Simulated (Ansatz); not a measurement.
Species: C6H15Ga, SMILES `C[CH2][Ga]([CH2]C)[CH2]C` (charge 0, multiplicity 1), formula C6H15Ga.

Question: How many basis functions does frozen-core CCSD(T)/cc-pVDZ // PBE0-D3(BJ)/def2-SVP run with Ansatz (a quantum-chemistry and plane-wave program) use, how many core orbitals are frozen, and how many electrons are correlated?

Answer: 186 basis functions and 15 frozen orbitals, which leaves 52 correlated electrons (filled d shells below the valence shell are correlated). Core time is of the order of minutes.
